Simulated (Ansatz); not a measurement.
B6Os⁻. Charge -1, multiplicity 2. Geometry PBE-D4/def2-SVPD.

Cartesian coordinates in Å:
```
Os -0.7603 0.7861 0.6612
B -0.0494 -1.2656 0.5894
B -0.8004 -0.8067 -0.8190
B 1.3284 0.2603 0.3596
B 0.6849 -0.3591 1.6950
B 0.5778 0.7197 -1.0488
B -0.9809 0.6652 -1.4373
```

In the def2 sets Os takes a core potential; there is no spin–orbit coupling. At PBE-D4/def2-TZVPD the highest occupied level of the charge -1 doublet lies above zero (up to 0.06 eV). The electron is either unbound and held by the finite basis, or the level is raised by self-interaction error. Another isomer (doublet) lies 0.37 eV lower at PBE0-D4/def2-TZVPD; other spin states weren't run for this one.

Estimate the α-spin orbital energies around the gap (eV) in Ansatz with PBE-D4/def2-TZVPD, r2SCAN-D4/def2-TZVPD, PBE0-D4/def2-TZVPD, CAM-B3LYP-D4/def2-TZVPD.


```
orbital  PBE-D4/def2-TZVPD  r2SCAN-D4/def2-TZVPD  PBE0-D4/def2-TZVPD  CAM-B3LYP-D4/def2-TZVPD
 HOMO−9              -4.19                 -4.54               -5.57                    -6.95
 HOMO−8              -3.71                 -3.97               -4.79                    -5.99
 HOMO−7              -3.18                 -3.46               -4.24                    -5.43
 HOMO−6              -2.47                 -2.66               -3.41                    -4.52
 HOMO−5              -1.96                 -2.14               -3.03                    -4.34
 HOMO−4              -1.66                 -1.80               -2.63                    -3.80
 HOMO−3              -1.40                 -1.58               -2.44                    -3.62
 HOMO−2              -1.11                 -1.28               -1.92                    -2.96
 HOMO−1              -0.33                 -0.60               -1.27                    -2.36
   HOMO              -0.08                 -0.20               -1.05                    -2.19
   LUMO               0.89                  1.00                1.59                     2.50
 LUMO+1               1.39                  1.44                2.05                     2.94
 LUMO+2               1.63                  1.81                2.26                     3.00
 LUMO+3               1.72                  1.89                2.47                     3.37
 LUMO+4               2.19                  2.42                3.06                     3.49
 LUMO+5               2.84                  3.29                3.20                     3.70
 β HOMO               0.06                  0.00               -0.85                    -1.99
 β LUMO               0.48                  0.81                1.45                     2.20
```
